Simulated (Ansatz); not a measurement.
Pulling on the B1–H5 bond in C2H3B (SMILES BC#C) (multiplicity 1 held, fragments rigid). Energies count from the point at 1.189 Å.
Geometry at that point (charge 0, multiplicity 1):
```json
[
 {"atom": "B", "x (Å)": "-1.1934", "y (Å)": "-0.0518", "z (Å)": "-0.7150"},
 {"atom": "C", "x (Å)": "0.0924", "y (Å)": "0.0040", "z (Å)": "0.0554"},
 {"atom": "C", "x (Å)": "1.1293", "y (Å)": "0.0490", "z (Å)": "0.6766"},
 {"atom": "H", "x (Å)": "2.0411", "y (Å)": "0.0886", "z (Å)": "1.2230"},
 {"atom": "H", "x (Å)": "-1.9546", "y (Å)": "0.8608", "z (Å)": "-0.6666"},
 {"atom": "H", "x (Å)": "-1.4500", "y (Å)": "-1.0086", "z (Å)": "-1.3734"}
]
```

Signs of static correlation in cc-pVDZ, with CASSCF(2,2), from Ansatz (a quantum-chemistry and plane-wave program) runs.

| R (Å) | T1 of restricted CCSD | ⟨S²⟩ of UHF | largest double amplitude of restricted CCSD | weight of the CASSCF reference in MRCISD | CASSCF natural occupations |
|---|---|---|---|---|---|
| 0.952 | 0.014 | 0.000 | 0.081 | 0.886 | 1.99 0.01 |
| 1.070 | 0.014 | 0.000 | 0.082 | 0.886 | 1.99 0.01 |
| 1.189 | 0.014 | 0.000 | 0.080 | 0.886 | 1.98 0.02 |
| 1.308 | 0.014 | 0.000 | 0.077 | 0.886 | 1.98 0.02 |
| 1.427 | 0.014 | 0.000 | 0.072 | 0.886 | 1.97 0.03 |
| 1.606 | 0.014 | 0.000 | 0.070 | 0.886 | 1.95 0.05 |
| 1.784 | 0.016 | 0.000 | 0.092 | 0.886 | 1.92 0.08 |
| 2.082 | 0.019 | ? | 0.177 | 0.886 | 1.85 0.15 |
| 2.379 | 0.026 | ? | 0.281 | 0.886 | 1.74 0.26 |
| 2.736 | 0.039 | 0.998 | 0.416 | 0.886 | 1.57 0.43 |
| 3.211 | 0.058 | 1.069 | 0.600 | 0.886 | 1.34 0.66 |
| 3.806 | 0.075 | 1.091 | 0.784 | 0.886 | 1.16 0.84 |

Q: Some entries are withheld; supply them.

A: 
- 2.082, ⟨S²⟩ of UHF: 0.525
- 2.379, ⟨S²⟩ of UHF: 0.841

Doubts at one or more of the structures used: a restricted determinant that unrestricted orbitals would lower (R-CCSD(T)/cc-pVDZ); other coupled-cluster roots lie near (R-CCSD(T)/cc-pVDZ); T1 above 0.05 (R-CCSD(T)/cc-pVDZ, U-CCSD(T)/cc-pVDZ); a spin-contaminated determinant (U-CCSD(T)/cc-pVDZ).
